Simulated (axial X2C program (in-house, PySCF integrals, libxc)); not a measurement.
**Spectroscopic constants of SrN**

All values were computed with an in-house all-electron X2C program for linear molecules (integrals from PySCF). Spin-free means the one-electron spin-free X2C Hamiltonian. Basis: Sr dyall-cv3z [13s12p8d5f1g], N dyall-av3z [7s7p3d2f] (cores contracted in-house); Gaussian nuclei, density fitting, unrestricted open shells. Masses: Sr 87.906 u, N 14.003 u.

Input:
```json
{
 "zs": [
  38,
  7
 ],
 "q": 0,
 "bas": [
  "dyall-cv3z",
  "dyall-av3z"
 ],
 "levels": [
  "PBE0",
  "HF",
  "PBE50",
  "BP86",
  "PBEsol"
 ],
 "cc": true,
 "r0": 2.17,
 "thr": -2.0,
 "nmax": 140
}
```
```bash
python so2c.py task.json out
```

Keys: zs atomic numbers; q charge; bas basis sets; levels methods; cc coupled cluster on or off; r0 starting distance in Å; thr threshold in hartree for freezing inner shells (an s shell follows its p shell); nmax most natural virtual spinors. HF also brings MP2.

State, spin-free: M_S = 3/2, Λ = 0 (beyond evenly filled blocks: σα, π+α, π-α); electrons by block: σα: 12, σβ: 11, π+α: 5, π+β: 4, π-α: 5, π-β: 4, δ+α: 1, δ+β: 1, δ-α: 1, δ-β: 1. Fragments: Sr + N.

| Hamiltonian | level | Re (Å) | ωe (cm⁻¹) | ωexe (cm⁻¹) | Be (cm⁻¹) | De (eV) | D0 (eV) | μ (D) |
| --- | --- | --- | --- | --- | --- | --- | --- | --- |
| spin-free | PBE0 | 2.369 | 402.5 | 2.85 | 0.2487 | 1.42 | 1.39 | -4.08 |
| spin-free | CCSD | 2.409 | 389.3 | 2.87 | 0.2405 | 0.846 | 0.822 | n/a |
| spin-free | CCSD(T) | 2.410 | 384.7 | 3 | 0.2403 | 0.892 | 0.868 | n/a |
| spin-free | PBE50 | 2.359 | 420.2 | 2.47 | 0.2507 | 1.22 | 1.19 | -4.11 |
| spin-free | BP86 | 2.387 | 381.9 | 2.8 | 0.2449 | 1.68 | 1.66 | -3.95 |
| spin-free | PBEsol | 2.363 | 392.1 | 2.86 | 0.2499 | 1.72 | 1.70 | -3.77 |

Correlated methods: 15 electrons correlated (number of frozen shells: Sr 3 s, 2 p, 1 d; N 1 s), 263 virtual spin orbitals or spinors in MP2, 139 natural virtuals in coupled cluster.

Dipoles are positive if N is the positive end.

Dissociation energies refer to the lowest single-determinant-based atoms at the same level and basis. Coupled cluster ran in a truncated set of natural virtual spinors; the MP2 energy of the rest was added. (T) has no such correction and the atoms are truncated less, which lowers De at CCSD(T) by a hundredth of an eV or more. The state is one determinant with fixed occupations, lowest in a PBE0 search at one distance only: followed along the bond, the 2c determinant Ω = 1/2 reaches 0.08 eV lower at PBE0, at Re = 2.359 Å, so the state shown is not the lowest. At some level and bond length an empty orbital lies below a filled one. The determinant is spin-polarised beyond a pure state at some levels (its spin-free form has ⟨S²⟩ too high), which makes Re and μ there less reliable. The stretched end of a curve changes character and is left out.

No reliable constants came from BP86 (2c), CCSD (2c), CCSD(T) (2c), HF (2c), HF (spin-free), MP2 (2c), MP2 (spin-free), PBE0 (2c), PBE50 (2c), PBEsol (2c): no minimum in range, unconverged points, a curve that is not smooth, a change of character along it, or the two Hamiltonians disagreeing along it.
